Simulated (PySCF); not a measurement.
C₂H₈InN, SMILES C[N](C)[InH2].

Geometry: B3LYP-D3(BJ)/def2-SVP. The structure was generated by enumeration; whether it is a known compound was not checked. The def2 effective core potentials stand for the cores of In; spin–orbit coupling is left out.

Calculation: ωB97X/def2-TZVP (PySCF).

Isolated molecule, no solvent.

| Property | Result |
|---|---|
| total energy | -325.93087 hartree |
| point group | C2v |
| highest occupied level | -8.20 eV |
| lowest empty level | 0.41 eV |
| orbital gap | 8.60 eV |
| dipole moment | 0.15 D |
| quadrupole, principal values (traceless, Buckingham form, about the centre of nuclear charge) | -2.43, -0.87, 3.29 D·Å |
| mean static polarisability | 73.8 bohr³ (10.93 Å³) |
| polarisability, principal values | 55.5, 74.2, 91.6 bohr³ |
